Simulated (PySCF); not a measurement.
C3H7FOSi, SMILES [SiH2](CF)CC=O. Atoms are numbered in the order given.

```xyz
13

O      2.5563     1.2965    -0.1185
C      1.8074     0.7027     0.6105
C      1.3369    -0.6986     0.3946
Si    -0.3258    -0.7652    -0.5319
C     -1.6314     0.2467     0.4098
F     -2.8442     0.1431    -0.2391
H      1.3796     1.2061     1.5200
H      1.2011    -1.2169     1.3582
H      2.0706    -1.2435    -0.2207
H     -0.7722    -2.1863    -0.6138
H     -0.1600    -0.2063    -1.9033
H     -1.3440     1.3124     0.4691
H     -1.7436    -0.1168     1.4477
```

Coordinates come from a PBE0-D3(BJ)/def2-SVP optimisation. This is a generated structure with no PubChem entry under its InChIKey; it may be hypothetical. The values are those of a single conformer.

Two levels are set side by side: PBE/pcSseg-1 (PySCF) and KT2/pcSseg-1 (PySCF). GIAO shifts against CFCl3 (¹⁹F), H2O (¹⁷O), TMS (²⁹Si), TMS (¹H), TMS (¹³C) at the same level; non-relativistic, no solvent, atoms listed together averaged. Differences are taken from unrounded values.

```
quantity                  KT2
---------------------  ------
δ(¹⁷O) of O1 (ppm)      644.8
δ(¹³C) of C2 (ppm)      185.2
δ(¹³C) of C3 (ppm)       34.7
δ(²⁹Si) of Si4 (ppm)    -41.4
δ(¹³C) of C5 (ppm)       75.9
δ(¹⁹F) of F6 (ppm)     -324.0
δ(¹H) of H7 (ppm)        9.78
δ(¹H) of H8, H9 (ppm)    2.42
```

Question: What does PBE give, and how far is it from KT2? (The exact figures need the calculation; the answer reports its results.)

Answer: 
| quantity | PBE | PBE minus KT2 |
|---|---|---|
| δ(¹⁷O) of O1 (ppm) | 694.6 | 49.9 |
| δ(¹³C) of C2 (ppm) | 197.2 | 12.0 |
| δ(¹³C) of C3 (ppm) | 37.1 | 2.4 |
| δ(²⁹Si) of Si4 (ppm) | -40.7 | 0.7 |
| δ(¹³C) of C5 (ppm) | 78.7 | 2.8 |
| δ(¹⁹F) of F6 (ppm) | -320.7 | 3.3 |
| δ(¹H) of H7 (ppm) | 10.12 | 0.35 |
| δ(¹H) of H8, H9 (ppm) | 2.48 | 0.06 |

Rough cost on one machine, each run with all the roots and properties that it gave: KT2 against PBE within a factor of 2.
